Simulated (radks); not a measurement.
The numbers below are computed, except where a source is named.
Q: Ti I, 22 electrons, occupied as [Ar] 3d2 4s2. Code: a radial shooting solver on a logarithmic mesh with Libxc functionals. Model: scalar-relativistic Kohn-Sham, PBE, spin-polarised, spherical densities, finite nucleus; open shells are filled with parallel spins first; Fermi nuclear charge, rms radius 3.5921 fm; hard spherical wall at 5 bohr. Some entries of the table are withheld. Estimate them.

orbital  occ.  eigenvalue (hartree)  <1/r> (bohr^-1)
1s down     1             -178.7722            21.80
1s up       1             -178.7718            21.80
2s up       1             -19.58951            4.545
2s down     1             -19.57037            4.549
2p up       3             -16.18126            4.448
2p down     3             -16.16649            4.451
3s up       1              -2.19094            1.393
3s down     1              -2.12788            1.393
3p up       3              -1.31936            1.258
3p down     3              -1.25691            1.257
3d up       2              -0.05413           0.8757
4s up       1              -0.02552           0.4638
4s down     1               0.00031           0.4564
3d down     0               0.00050           0.8566
4p up       0               0.16184           0.4413
4p down     0               0.18379           0.4361
4d up       0                   (1)           0.5226
4d down     0                   (2)           0.5354
5s up       0                   (3)              (4)
5s down     0                   (5)              (6)

A: 
(1) 4d up eigenvalue (hartree): 0.51659
(2) 4d down eigenvalue (hartree): 0.54046
(3) 5s up eigenvalue (hartree): 0.89474
(4) 5s up <1/r> (bohr^-1): 0.5124
(5) 5s down eigenvalue (hartree): 0.92307
(6) 5s down <1/r> (bohr^-1): 0.5134
